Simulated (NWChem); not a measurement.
System: Hg

Input file for NWChem:

```
start job
memory heap 200 mb stack 900 mb global 1100 mb
geometry units angstroms noautosym nocenter noautoz
  Hg     0.000000     0.000000     0.000000
end
basis spherical
  * library def2-svp
end
ecp
  Hg library def2-ecp
end
dft
  xc b3lyp
  iterations 150
end
property
  response 1 0.0
end
task dft property
```

def2 effective core potentials on Hg; no spin-orbit coupling.

Static field.

Q: Give the results of this calculation. (B3LYP/def2-SVP with def2 effective core potentials on Hg.) Quantities: basis functions; isotropic polarisability (bohr³); anisotropy (bohr³).

A: 
| Item | Value |
|---|---|
| number of basis functions | 32 |
| isotropic polarisability (bohr³) | 33.7 |
| anisotropy (bohr³) | 0.0 |
